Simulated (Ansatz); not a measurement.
Input file for Ansatz (a quantum-chemistry and plane-wave program): R-CCSD(T)/cc-pV(T+d)Z on H3NSSi (SMILES N[Si]S), a point of a torsion scan. Files ending in .json are basis or fitting sets from the Basis Set Exchange.

Ansatz 0.2 input:
```yaml
crystal:
  periodic: [false, false, false]
  atoms:
    - {symbol: N, position_ang: [-1.10550386, 0.04256289, 0.20710556]}
    - {symbol: Si, position_ang: [0.16922469, -0.87899229, 0.86184006]}
    - {symbol: S, position_ang: [1.78472091, 0.54612314, 0.39273988]}
    - {symbol: H, position_ang: [-0.99236471, 0.94693585, -0.22890853]}
    - {symbol: H, position_ang: [-2.06405655, -0.26047542, 0.21391463]}
    - {symbol: H, position_ang: [2.73988673, -0.20824219, 0.91529730]}
basis:
  gaussian:
    orbitals: cc-pV_T+d_Z.json
magnetization: {spin_polarized: false}
correlation: {method: ccsd_t, electrons: outside_noble_gas}
scf: {lower_state_search: off}
```

The log:

```
WARN ansatz: RAYON_NUM_THREADS=1 ignored (pool sized by the plan → 1); use --threads N
Functional definition: HF
these checks for a lower state are left out or cut short: stability, starts, cluster_reference, orbital_swaps, neighbouring_geometries, increment
integrals: 0.35 GiB planned
882 factors; integrals over basis functions are off by at most 9.3e-4 eV
mean field: 0.38 GiB planned
mean field evaluation 1: about -20208.4758 eV, gradient 3.4e1 eV
mean field evaluation 2: about -20208.6183 eV, gradient 3.4e1 eV
mean field evaluation 4: about -20211.3302 eV, gradient 3.0e0 eV
mean field evaluation 8: about -20211.3869 eV, gradient 2.8e-1 eV
mean field evaluation 16: about -20211.3876 eV, gradient 1.5e-6 eV
mean field -20211.38759414 eV, -742.7547943142 hartree, gradient 1.5e-6 eV, S^2 0.000000; 0 other end points of the search recorded, 0 dependent functions left out
11 core orbitals not correlated
reference -20211.38759414 eV, -742.7547943142 hartree; 9, 9 occupied and 130, 130 virtual orbitals, 882 factors
second order -13.46514535 eV of doubles, -0.00000000 eV of singles
coupled cluster: 0.85 GiB planned
cycle   1  -13.99569116 eV  change   -5.3e-1 eV  update   8.8e-2
cycle   2  -14.37105697 eV  change   -3.8e-1 eV  update   2.9e-2
cycle   3  -14.44401415 eV  change   -7.3e-2 eV  update   1.5e-2
cycle   4  -14.43388577 eV  change    1.0e-2 eV  update   3.9e-3
cycle   5  -14.43348728 eV  change    4.0e-4 eV  update   1.7e-3
cycle   6  -14.43325398 eV  change    2.3e-4 eV  update   5.5e-4
cycle   7  -14.43309138 eV  change    1.6e-4 eV  update   1.9e-4
cycle   8  -14.43315147 eV  change   -6.0e-5 eV  update   6.2e-5
cycle   9  -14.43315609 eV  change   -4.6e-6 eV  update   2.3e-5
cycle  10  -14.43314557 eV  change    1.1e-5 eV  update   7.6e-6
perturbative correction -0.65184780 eV, -0.0239549647 hartree
Total energy: -20226.47258751 eV, -743.3091575955 hartree
Checks for a lower state left out: stability, starts, cluster_reference, orbital_swaps, neighbouring_geometries, increment
```

The run converged.

Cost: very roughly 27 core-seconds.
